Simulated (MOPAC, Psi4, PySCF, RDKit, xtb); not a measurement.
Two geometries of SMILES Cl[Si](Cl)(Cl)[SiH2][SiH2][SeH] (H5Cl3SeSi3), singlet, relaxed at B3LYP-D3(BJ)/def2-SVP with one dihedral held; other torsions can differ between them too.

Structure A

```
12

Cl     2.3498    -1.5806    -0.0194
Si     1.8215     0.3616     0.5177
Cl     3.4660     1.5756     0.2038
Cl     1.3742     0.3704     2.5324
Si    -0.0076     1.0261    -0.7711
Si    -1.6067    -0.7083    -0.7833
Se    -1.5511    -1.9477     1.1539
H      0.4962     1.3223    -2.1451
H     -0.5486     2.2736    -0.1571
H     -2.9811    -0.1354    -0.8352
H     -1.3791    -1.5612    -1.9855
H     -0.1549    -2.3705     0.9297
```

Structure B

```
12

Cl    -2.7227    -1.4051    -0.2863
Si    -1.8899     0.3343     0.4942
Cl    -3.3442     1.8059     0.4391
Cl    -1.3743    -0.0054     2.4623
Si    -0.0532     0.9617    -0.8005
Si     1.6302    -0.6977    -0.7801
Se     1.0659    -2.5244     0.5005
H     -0.5688     1.1851    -2.1835
H      0.4533     2.2544    -0.2524
H      2.8630    -0.1591    -0.1402
H      1.9434    -1.0733    -2.1902
H     -0.2555    -2.6777    -0.1382
```

Which is lower in energy at the level DF-MP2 (frozen core)/cc-pVTZ // B3LYP-D3(BJ)/def2-SVP (Psi4 1.11), and by how much?

A is lower, by 0.81 kcal/mol (dihedral Si2–Si5–Si6–Se7: 30° in A, 0° in B).

E(B) − E(A) in kcal/mol at the other levels, on the same two geometries: B3LYP/def2-SVP // B3LYP-D3(BJ)/def2-SVP (Psi4) 0.65; B3LYP-D3(BJ)/def2-SVP (Psi4) 0.89; PBE/def2-SVP // B3LYP-D3(BJ)/def2-SVP (Psi4) 0.73; PBE-D3(BJ)/def2-SVP // B3LYP-D3(BJ)/def2-SVP (Psi4) 0.85; HF/cc-pVTZ // B3LYP-D3(BJ)/def2-SVP (Psi4) 0.52; UFF // B3LYP-D3(BJ)/def2-SVP (RDKit) 0.91; AM1, restricted, heats of formation // B3LYP-D3(BJ)/def2-SVP (MOPAC) 0.10; PM3, restricted, heats of formation // B3LYP-D3(BJ)/def2-SVP (MOPAC) 0.16; GFN1-xTB // B3LYP-D3(BJ)/def2-SVP (xtb) -0.07; restricted B3LYP/6-31G*, spherical d, density fitting // B3LYP-D3(BJ)/def2-SVP (PySCF) 0.50; restricted MP2 (frozen core)/3-21G // B3LYP-D3(BJ)/def2-SVP (PySCF) 0.53; restricted LDA (SVWN5)/6-31G*, spherical d, density fitting // B3LYP-D3(BJ)/def2-SVP (PySCF) 0.75; restricted Hartree-Fock/6-31G*, spherical d, density fitting // B3LYP-D3(BJ)/def2-SVP (PySCF) 0.49.
